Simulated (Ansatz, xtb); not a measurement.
BH3NSn−: where a starting geometry ends

The starting geometry of this gas-phase triplet was built from a drawn formula by distance geometry and a force field; its bonds are those of `[BH2-]1[NH][Sn]1`.

```xyz
6

B     0.2467    0.7770    0.6794
N    -1.1812    0.3321    0.5655
Sn   -0.9620    2.2007   -0.3808
H     1.0349    0.1116    0.0282
H     0.5623    1.0954    1.7670
H    -1.6413    0.4911    1.4733
```

Where would you expect an optimisation with r2SCAN-D4/def2-SVPD to take it?

A bond breaks, giving a structure given below by its coordinates. Contacts that open: B1–Sn3 (2.15 → 3.31 Å).

The energy falls by 1.58 eV over 14 steps:

```
step  E − E(last) (eV)
   1             1.577
   2             0.762
   4             0.459
   5             0.307
   7             0.107
   8             0.014
  10             0.005
  11             0.004
  13             0.000
  14             0.000
```

Final geometry (Å):

```xyz
6

B     0.3808    0.5269    0.9538
N    -0.8904    1.0015    0.6891
Sn   -1.7895    1.9474   -1.1093
H     1.2581    0.5897    0.1056
H     0.6622    0.0311    2.0443
H    -1.5618    0.9114    1.4491
```

From the same start GFN2-xTB reaches the same bonding as this run.

No frequencies were run, so the end isn't proven a minimum. Open shells are spin-unrestricted. The triplet needn't be the ground state. Atoms past krypton carry core potentials, without spin–orbit terms. Run with Ansatz 0.2.0, 4.2 min on 1 thread of AMD EPYC (Zen 3) (shared host).
